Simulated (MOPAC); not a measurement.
MOPAC input (AM1):

```
AM1 PRECISE GNORM=0.05 LET XYZ GEO-OK AUX(PRECISION=9) THREADS=1
C3H9BrSi

C     0.52341100 1    1.59622000 1    1.50921600 1
Si    0.30668700 1   -0.10274400 1    0.76678100 1
C    -0.93038900 1   -1.11887000 1    1.72688100 1
C     1.93972300 1   -0.99084100 1    0.59608700 1
Br   -0.52806700 1    0.17691000 1   -1.32027800 1
H    -0.42952200 1    2.12478200 1    1.56197100 1
H     0.92624900 1    1.51648000 1    2.52264600 1
H     1.21259000 1    2.19803300 1    0.91499600 1
H    -1.89498500 1   -0.61208900 1    1.78138200 1
H    -1.08465300 1   -2.09225600 1    1.25894300 1
H    -0.57286300 1   -1.28323400 1    2.74709500 1
H     2.38670500 1   -1.15121400 1    1.58105700 1
H     1.80848300 1   -1.96319900 1    0.11907700 1
H     2.64026400 1   -0.40978200 1   -0.00545800 1
```

From the output:

```
                                                       MOPAC v23.2.5 Linux

          FINAL HEAT OF FORMATION =        -66.49503 KCAL/MOL =    -278.21519 KJ/MOL

          COSMO AREA              =        148.52 SQUARE ANGSTROMS
          COSMO VOLUME            =        147.28 CUBIC ANGSTROMS

          GRADIENT NORM           =          0.00925          =       0.00247 PER ATOM
          IONIZATION POTENTIAL    =         10.588450 EV
          HOMO LUMO ENERGIES (EV) =        -10.588 -0.487
          NO. OF FILLED LEVELS    =         16
          MOLECULAR WEIGHT        =        153.0936         POINT GROUP:  C3v

          MOLECULAR DIMENSIONS (Angstroms)

            Atom       Atom       Distance
            H    13    H     6     4.85516
            H    11   Br     5     4.34788
            H     8    H     9     3.83479

          SCF CALCULATIONS        =         27

   ATOM   CHEMICAL          X               Y               Z
  NUMBER   SYMBOL      (ANGSTROMS)     (ANGSTROMS)     (ANGSTROMS)

     1       C          0.52508417  *   1.54043891  *   1.50714241  *
     2      Si          0.30560551  *  -0.10238356  *   0.76406873  *
     3       C         -0.88339857  *  -1.09001879  *   1.71802143  *
     4       C          1.89724995  *  -0.96598253  *   0.62247988  *
     5      Br         -0.53759950  *   0.18010381  *  -1.34410137  *
     6       H         -0.43601663  *   2.10077341  *   1.58004614  *
     7       H          0.93623178  *   1.45857024  *   2.54143492  *
     8       H          1.23149531  *   2.17513920  *   0.92307778  *
     9       H         -1.87751610  *  -0.59134590  *   1.79588079  *
    10       H         -1.05464479  *  -2.09439715  *   1.26536492  *
    11       H         -0.51810374  *  -1.25751937  *   2.75917863  *
    12       H          2.35306693  *  -1.12943978  *   1.62797661  *
    13       H          1.79116606  *  -1.96744881  *   0.14413559  *
    14       H          2.63580331  *  -0.38999988  *   0.01768144  *

                             CARTESIAN COORDINATES

   1    C        0.525084166     1.540438911     1.507142414
   2   Si        0.305605508    -0.102383556     0.764068732
   3    C       -0.883398567    -1.090018794     1.718021433
   4    C        1.897249954    -0.965982533     0.622479881
   5   Br       -0.537599497     0.180103807    -1.344101371
   6    H       -0.436016626     2.100773407     1.580046135
   7    H        0.936231783     1.458570238     2.541434918
   8    H        1.231495306     2.175139199     0.923077783
   9    H       -1.877516104    -0.591345898     1.795880791
  10    H       -1.054644787    -2.094397147     1.265364918
  11    H       -0.518103735    -1.257519369     2.759178625
  12    H        2.353066927    -1.129439781     1.627976612
  13    H        1.791166058    -1.967448810     0.144135592
  14    H        2.635803314    -0.389999878     0.017681436

           Empirical Formula: C3 H9 Si Br  =    14 atoms

      MOLECULAR POINT GROUP   :   C3v

                  EIGENVALUES
 -30.21164 -29.82050 -28.74321 -28.74320 -15.37764 -14.82422 -14.40661 -14.40658
 -13.60550 -13.60548 -13.34597 -11.95175 -11.95174 -11.52940 -10.58845 -10.58845
  -0.48655   1.23628   1.23629   1.93062   4.03940   4.03941   4.09745   4.11654
   4.11654   4.12626   4.89465   4.98797   4.98799

              NET ATOMIC CHARGES AND DIPOLE CONTRIBUTIONS

  ATOM NO.   TYPE          CHARGE      No. of ELECS.   s-Pop       p-Pop
    1          C          -0.575361        4.5754     1.27103     3.30433
    2         Si           1.145808        2.8542     0.80321     2.05098
    3          C          -0.575364        4.5754     1.27103     3.30433
    4          C          -0.575362        4.5754     1.27103     3.30433
    5         Br          -0.324813        7.3248     1.96589     5.35892
    6          H           0.102035        0.8980     0.89796
    7          H           0.097629        0.9024     0.90237
    8          H           0.102033        0.8980     0.89797
    9          H           0.102035        0.8980     0.89797
   10          H           0.102034        0.8980     0.89797
   11          H           0.097628        0.9024     0.90237
   12          H           0.097630        0.9024     0.90237
   13          H           0.102035        0.8980     0.89796
   14          H           0.102034        0.8980     0.89797
 DIPOLE           X         Y         Z       TOTAL
 POINT-CHG.     0.690    -0.231     1.724     1.871
 HYBRID         0.398    -0.133     0.995     1.080
 SUM            1.088    -0.364     2.719     2.952

          ATOMIC ORBITAL ELECTRON POPULATIONS

     Atom    s        px        py        pz
    1  C   1.27103   1.06684   1.15849   1.07900
    2 Si   0.80321   0.69446   0.70105   0.65547
    3  C   1.27103   1.11247   1.10002   1.09184
    4  C   1.27103   1.15375   1.09208   1.05851
    5 Br   1.96589   1.90094   1.97091   1.48708
    6  H   0.89796
    7  H   0.90237
    8  H   0.89797
    9  H   0.89797
   10  H   0.89797
   11  H   0.90237
   12  H   0.90237
   13  H   0.89796
   14  H   0.89797

 **********************
 *                    *
 * JOB ENDED NORMALLY *
 *                    *
 **********************

 == MOPAC DONE ==
```

The geometry given is a B3LYP-D3(BJ)/def2-TZVP minimum.
